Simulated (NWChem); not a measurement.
C3, singlet; SMILES [C]=C=[C]

```xyz
3

C     -1.2950     0.0651     0.0199
C      0.0005     0.0084     0.0000
C      1.2945    -0.0735    -0.0199
```
Atoms are numbered in this order, from 1.

All runs: NWChem. Low-valent species are run as closed-shell singlets; no triplet was tried in these runs. The geometry was optimised at B3LYP/6-31G* (spherical d). GIAO values for the isolated, static molecule; σ is the absolute isotropic shielding, δ = σ(reference) − σ with the isolated reference molecule computed at the same levels (13C: tetramethylsilane).

For level BHandHLYP/pcSseg-1:

```
Quantity    Value
----------  -----
δ C1 (ppm)  383.6
δ C2 (ppm)  164.6
```

Problem. What are these values for level KT2/pcSseg-1?

Solution. The δ C1 (ppm) comes out as 316.0 and the δ C2 (ppm) is 137.8.
